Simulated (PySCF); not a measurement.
A calculated (revPBE, PySCF 2.14, x2c-TZVPPall with one added diffuse shell each of s, p, d type, scalar relativity by spin-free X2C-1e) atom or ion has these occupied shells.

```
shell  electrons  orbital energy (eV)  rms radius, mean of both spins (bohr)
 1s β          1              -1521.3                                  0.139
 1s α          1              -1521.2                                  0.139
 2s β          1              -118.35                                  0.684
 2s α          1              -118.25                                  0.684
 2p β          3              -79.686                                  0.678
 2p α          3              -79.607                                  0.678
 3s β          1              -15.645                                   2.51
 3p α          1              -10.065                                   3.12
```

Problem. Name the element and its charge.

Solution. Al⁺ (aluminium, charge +1), in [Ne] 3s1 3p1, 3s spin antiparallel (an excited configuration).
